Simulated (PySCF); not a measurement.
VO3, SMILES [O]=[V](=[O])=[O] (connectivity only; charge and spin as stated), neutral, multiplicity 2. Geometry optimised at PBE-D3(BJ)/def2-SVP. The spin state was assumed, not searched.

These are PBE-D3(BJ)/def2-SVP (PySCF) values and carry that method's errors.

Harmonic wavenumbers (cm⁻¹): 238, 270, 270, 683, 683, 952. Rotational constants (GHz): 7.785, 7.785, 4.387; symmetry number 3.

Work out the zero-point energy and the ideal-gas rigid-rotor harmonic-oscillator thermochemistry at 298.15 K and 1 atm.

ZPE = ½ Σ hcν = ½ × 3096 cm⁻¹ = 18.52 kJ/mol. H − E(el) = 32.91 kJ/mol. Entropy in J/(mol K): translation 166.05, rotation 93.82, vibration 24.16, spin 5.76, total 289.79. G − E(el) = -53.49 kJ/mol. Cp = 64.20 J/(mol K).
